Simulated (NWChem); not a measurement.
System: GeH4TeSe; SMILES [GeH3][Te][SeH]

```xyz
7

Te     1.0047    -0.0183     0.0059
Se    -0.7273    -1.8800     0.0263
H     -0.8481    -1.9904    -1.4384
Ge    -0.7346     1.8784     0.0068
H     -1.6261     1.7574     1.2527
H      0.0535     3.2027     0.0355
H     -1.5867     1.7952    -1.2706
```
Atoms are numbered in this order, from 1.

Results from NWChem. The geometry was optimised at PBE0/def2-SVP. Not confirmed as a minimum by frequencies. def2 effective core potentials on Te; no spin-orbit coupling. Total energies compare along this basis series because the functional is fixed.

| level | basis functions | energy (Ha) | highest occupied level (eV) | orbital gap (eV) | dipole (D) |
|---|---|---|---|---|---|
| Hartree-Fock/def2-SVP | 110 | -4744.0032 | -8.79 | 10.13 | 1.46 |
| Hartree-Fock/def2-SVPD | 146 | -4744.0090 | -8.82 | ___ | 1.43 |
| Hartree-Fock/def2-TZVP | 170 | -4744.5781 | -8.83 | 9.94 | 1.36 |
| Hartree-Fock/def2-TZVPP | 202 | -4744.5790 | -8.83 | 9.94 | 1.36 |

Question: Fill in the missing entries.

Answer: 
- Hartree-Fock/def2-SVPD, orbital gap (eV): 9.47
